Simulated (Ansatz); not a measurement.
Reaction (formal exchange of groups at the Sn–F bond): `C#[C][SnH2][F]` + BH₃ → `[BH2][SnH2][C]#C` + H–F

Program: Ansatz. Geometries: PBE0-D4/def2-TZVP. ΔE: electronic, gas phase. CCSD(T)/CBS is the MP2 limit (def2-TZVPP, def2-QZVPP) plus CCSD(T) − MP2 in def2-TZVPP, frozen cores. This one scheme is used for every species. Functionals use def2-TZVPP. B3LYP here is the variant with VWN-RPA as its local correlation; programs differ in this. Elements past krypton have def2 core potentials. For Sn outer-core shells are correlated without core-valence functions, which leaves a few kJ/mol of doubt a bond.

| level | ΔE (kJ/mol) | difference from CCSD(T)/CBS |
| --- | --- | --- |
| PBE-D4 | 53.1 | -3.2 |
| B3LYP-D4 | 66.8 | 10.5 |
| r2SCAN0-D4 | 58.6 | 2.3 |
| LC-ωPBE | 64.1 | 7.8 |
| HF/def2-SVP | 76.7 | 20.4 |
| CCSD(T)/def2-SVP | 64.7 | 8.4 |
| MP2/def2-TZVPP | 52.9 | -3.4 |
| SCS-MP2/def2-TZVPP | 62.7 | 6.4 |
| CCSD(T)/def2-TZVPP | 52.8 | -3.5 |
| MP2/CBS(def2) | 56.4 | 0.1 |
| CCSD(T)/CBS | 56.3 | 0 |

Largest T1 diagnostic among the species: 0.014.

In def2-TZVPP, CCSD(T) changes the Hartree–Fock value by −29.7 kJ/mol (the triples alone add −1.5 kJ/mol) and MP2 by −29.6 kJ/mol. Leaving LDA and LC-ωPBE aside and taking each functional with its dispersion term where it has one, the values, not all of them listed here, spread over 24.7 kJ/mol, from HSE06-D4 to B97M-V. LDA lies −16.4 kJ/mol from PBE without D4. From r2SCAN to r2SCAN0 (25 % exact exchange), in def2-TZVPP and without D4, ΔE moves by −6.0 kJ/mol.
